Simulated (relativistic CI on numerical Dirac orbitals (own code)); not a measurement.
**Tc⁶⁺ (4d) in a crystal field**

Calculated by Dirac-Coulomb-Breit CI, orbitals from a KLI potential per configuration, model QED, valence Slater integrals scaled by 0.8, one configuration in a parametric crystal field (own radial code).

Field parameters in Wybourne normalisation: Td as Oh with Dq negative (B⁴₀ = 21Dq, B⁴₄ = √(5/14) B⁴₀). The field is a parameter set, without covalency.

S is read from ⟨S²⟩ = S(S + 1).

Site symmetry Td; labels are those of the double group. Computed levels in cm⁻¹ above the lowest, in rising order:

```
Δ (size of 10Dq)  Lowest     No. 2     No. 3
            3800      Γ8   4496 Γ8   5788 Γ7
            6800      Γ8   6934 Γ8   8507 Γ7
            9850      Γ8   9740 Γ8  11435 Γ7
           12850      Γ8  12610 Γ8  14370 Γ7
           15900      Γ8  15579 Γ8  17380 Γ7
           18950      Γ8  18574 Γ8  20402 Γ7
```

Ground-state S against |10Dq| in cm⁻¹: 3800: 0.50, 6800: 0.50, 9850: 0.50, 12850: 0.50, 15900: 0.50, 18950: 0.50.

No abrupt spin change occurs in this range.
